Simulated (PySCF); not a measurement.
Species: C4H6F4Si (charge +1 and doublet state).
Atom-mapped SMILES: `[CH3:1][CH+:2][C:3]([CH2:4][F:5])[Si:6]([F:7])([F:8])[F:9]` (hydrogens: H10, H11, H12 on C1; H13 on C2; H14, H15 on C4)

Cartesian coordinates in Å at the GFN2-xTB level; atoms count from 1:
```xyz
15
C4H6F4Si angstrom
C      1.446   -0.248   -1.617
C      0.342   -0.687   -0.779
C     -0.274    0.015    0.223
C     -0.285    1.486    0.318
F      0.176    2.114   -0.785
Si    -1.210   -0.897    1.621
F     -2.752   -0.715    1.400
F     -0.792   -0.214    2.969
F     -0.816   -2.412    1.573
H      2.013    0.591   -1.219
H      1.005    0.070   -2.578
H      2.101   -1.077   -1.892
H     -0.011   -1.699   -0.961
H     -1.292    1.883    0.532
H      0.346    1.799    1.174
```

The hyperfine couplings belong to this conformer and change with its torsions.

Computed, not measured: UKS B3LYP, pcH-1 on C F H Si, non-relativistic, mean-field spin-orbit, GIAO (PySCF). Isolated species at its GFN2-xTB geometry (one conformer only). Couplings are sensitive to structure, and on GFN2-xTB geometries they can be far from those on DFT ones, by a factor of two or more for some ions and for spin on atoms past the first row. The frame is twisted about the C2–C3 bond at this geometry (dihedral H13–C2–C3–Si6 = 22°); couplings at other torsion angles weren't computed. No stability test was run, so a lower SCF solution isn't excluded.

(1) Where do the isotropic ENDOR lines of F5, F7/F8/F9, H14/H15, H10/H11/H12 and H13 fall at 1206.9 mT, to first order?

(2) Which pairs are centred on the nuclear Larmor frequency, and which on half the coupling?

(3) At what field would the lower line of H13 fall to zero frequency?

## Answers

(1) For S = 1/2 in fast tumbling each set of equivalent nuclei gives two lines, ν± = |νn ± a/2| to first order, with νn = g_N μN B/h and μN/h = 7.62259 MHz/T.

| nuclei | isotope | g_N | νn (MHz) | a_iso (MHz) | lower line (MHz) | upper line (MHz) |
| --- | --- | --- | --- | --- | --- | --- |
| F5 | 19F | 5.2577 | 48.37 | 6.78 | 44.98 | 51.76 |
| F7/F8/F9 | 19F | 5.2577 | 48.37 | 3.40 | 46.67 | 50.07 |
| H14/H15 | 1H | 5.5857 | 51.39 | 135.32 | 16.27 | 119.05 |
| H10/H11/H12 | 1H | 5.5857 | 51.39 | 71.47 | 15.65 | 87.12 |
| H13 | 1H | 5.5857 | 51.39 | 14.08 | 44.35 | 58.43 |

(2) Centred on νn, since |a| < 2νn: F5, F7/F8/F9, H10/H11/H12 and H13. Centred on |a|/2 and split by 2νn: H14/H15.

(3) Where νn = |a|/2, that is B = 7.04 MHz/(5.5857 × 7.62259 MHz/T) = 165 mT, as far as first order holds there.

Nuclei that the bonding pattern makes equivalent are averaged, as if the motion that swaps them (rotation, inversion, ring flip) were fast. The three 1H nuclei of mean +71.5 MHz run from 5.9 to 179.7 MHz in the frozen geometry. The three 19F nuclei of mean +3.4 MHz run from -6.4 to 19.9 MHz in the frozen geometry. The 1H value of +135.3 MHz is a mean of couplings from 85.9 to 184.7 MHz in this one geometry, not an average over conformers.

The Mulliken spin populations are largest on C3 (+0.46), C2 (+0.32), H15 (+0.07) and H11 (+0.07).

On Arm Neoverse V2, one thread, no GPU (shared host), this took 1.9 min wall (grids of density and orbitals included) and 0.97 GiB of memory at its peak.
